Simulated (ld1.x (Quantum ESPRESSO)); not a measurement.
# An all-electron radial function and its pseudo partner (Fe)

Columns: radius, all-electron u(r) and pseudo u(r) of the 3d shell (level -7.75 eV) of iron in the configuration [Ne] 3s2 3p6 3d6 4s2 4p0; LDA (PZ), scalar-relativistic, TM scheme, ld1.x (Quantum ESPRESSO) 7.5.

```csv
r (bohr),all-electron,pseudo
0.065,0.0250,0.0060
0.130,0.1236,0.0453
0.195,0.2698,0.1385
0.260,0.4275,0.2852
0.325,0.5728,0.4645
0.390,0.6937,0.6437
0.455,0.7865,0.7923
0.520,0.8520,0.8931
0.585,0.8934,0.9450
0.650,0.9146,0.9586
0.715,0.9198,0.9485
0.780,0.9129,0.9270
0.845,0.8969,0.9017
0.910,0.8745,0.8754
0.975,0.8477,0.8477
1.040,0.8179,0.8179
1.105,0.7865,0.7865
1.170,0.7541,0.7541
1.235,0.7215,0.7215
1.300,0.6892,0.6892
1.365,0.6574,0.6574
1.430,0.6265,0.6265
1.495,0.5965,0.5965
1.560,0.5675,0.5675
1.625,0.5398,0.5398
1.690,0.5132,0.5132
```

**Question.** How many radial nodes do the two functions have?

**Answer.** The all-electron 3d function has n − l − 1 = 0; the pseudo-wave has 0.

**Question.** At about which radius was the pseudo-wave matched?

**Answer.** 1.05 bohr. The columns agree to 0.0005 from 0.97 bohr on; several derivatives are matched, so the curves merge somewhat inside the radius.

**Question.** Is the pseudo-wave norm-conserving?

**Answer.** Yes: the TM scheme keeps the norm inside the radius equal to the all-electron one, which fixes the energy derivative of the logarithmic derivative at the level.
